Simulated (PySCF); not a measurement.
One molecule, one basis, several functionals.

C₇H₉N.
InChI=1S/C7H9N/c1-2-7-5-3-4-6-8-7/h3-6H,2H2,1H3

Torsions of this conformer, `[CH3:1][CH2:2][c:3]1[cH:4][cH:5][cH:6][cH:7][n:8]1`: C1–C2–C3–C4 -119°.

PySCF, pcSseg-1 basis, density fitting, gas phase, PBE0-D3(BJ)/def2-SVP geometry. One functional is left out:

| functional | exact exchange (%) | HOMO energy (eV) | LUMO energy (eV) | dipole moment (D) |
| --- | --- | --- | --- | --- |
| BLYP | 0 | -5.62 | -1.51 | 1.725 |
| BP86 | 0 | -5.86 | -1.78 | 1.726 |
| OPBE | 0 | -5.71 | -1.58 | 1.689 |
| PBE0 | 25 | -7.31 | -0.75 | 1.791 |
| BHandHLYP | 50 | -8.14 | 0.33 | 1.852 |

Q: Predict the row of B3LYP (20 % exact exchange) by straight lines through the other rows, and check it.

A: 
```tsv
property	line	computed	computed − line	PBE0 (25 %), for comparison
HOMO energy (eV)	-6.78	-7.04	-0.26	-7.31
LUMO energy (eV)	-0.87	-0.94	-0.07	-0.75
dipole moment (D)	1.771	1.788	+0.017	1.791
```

Q: Which of these properties follows the share of exact exchange most closely, and which least?

A: Most closely the LUMO energy, least the dipole moment; the correlations over the tabulated rows are LUMO energy 0.992, HOMO energy -0.987, dipole moment 0.972. The LUMO energy moves by +0.386 eV for every 10 %. Functionals with the same share still differ in their other parts: at 0 % BLYP and BP86 differ by 0.27 eV in it.
